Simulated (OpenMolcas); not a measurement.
# Fe4+: moving the ligands

Fe4+ with 6 ligands (fluoride) in octahedral coordination (Oh) at 1.9 Å. A charge of +0.333 e stands 2.8 Å behind each ligand. Ligand basis ANO-RCC-VDZP.

```yaml
Program: OpenMolcas 26.06
Method: "SS-CASPT2, IPEA 0.25 Eh, imaginary shift 0.1 Eh (closed shells correlated: 3s 3p and the ligand valence shells)"
Basis: ANO-RCC-VTZP [6s5p3d2f1g]
Scalar_Hamiltonian: DKH2, point nucleus
Active_space: 4 electrons in 5 orbitals (3d)
State_averaging: 2S+1 = 5 even, 5 roots; 2S+1 = 3 even, 45 roots; 2S+1 = 1 even, 50 roots
Spin-orbit_coupling: RASSI with atomic mean-field integrals over the reference wave functions
```

Runs around this geometry, states (labels of O, the rotations of Oh). Energies in cm-1 above the lowest state or level, χT in cm3 K/mol; under a threefold ground state the first gap can be a small split of the lowest multiplet, not the spin-orbit step.

```
R (Å)  Ground state  First state of that spin  First gap with spin-orbit (degeneracies)  χT at 300 K  First state of another spin
 1.77           3T1                  3E 18800                                270 (1, 3)        1.646                      5E 5910
  1.9           3T1                  3E 14590                                270 (1, 3)        1.713                      5E 3080
 1.98           3T1                  3E 13020                                260 (1, 3)        1.769                      5E 2480
```

Taking the first state of the same spin as R^-n, n = -ln(13020 / 18800) / ln(1.98 / 1.77) = 3.3 between the shortest and longest distance.

Roots that are degenerate in the reference are averaged as groups; the widest CASPT2 spread within a group is 2500 cm-1 (the 2-fold group of multiplicity 1 near 73900 cm-1 above the lowest state of its run, R = 1.98). Shifts and gaps below about the spread of the groups concerned are not significant. Over all roots computed the reference weight is 0.64 to 0.69 in R = 1.77, 0.59 to 0.66 in R = 1.9, 0.55 to 0.64 in R = 1.98; the roots of lowest weight are the least certain, and an intruder state may touch them. An orbital triplet at a regular site is open to Jahn-Teller coupling, which can distort the site and quench the lowest spin-orbit gaps and is left out. This shell can be high or low spin here, a state of another spin lies low, and with metal d orbitals alone active their balance is uncertain, so the ground spin may be wrong, although the usual error favours high spin. Ligand-to-metal charge-transfer states are missing. With no ligand orbital active B as a rule stays too high, so bands that hang on it stand too high and its fall with covalency is understated. With one d shell and no ligand orbital active, 10Dq can be off by a tenth or more. The least metal-like active orbital is 79 % on the metal (Löwdin) and no ligand orbital is active, so the numbers are rough (holds for R = 1.77). The least metal-like active orbital is 78 % on the metal (Löwdin) and no ligand orbital is active, so the numbers are rough (holds for R = 1.9). The least metal-like active orbital is 77 % on the metal (Löwdin) and no ligand orbital is active, so the numbers are rough (holds for R = 1.98). A group larger than the point group allows holds several states that coincide in this model. No measured value stands beside these numbers; the geometry is a model, was not optimised and need not be the one that this ion takes.
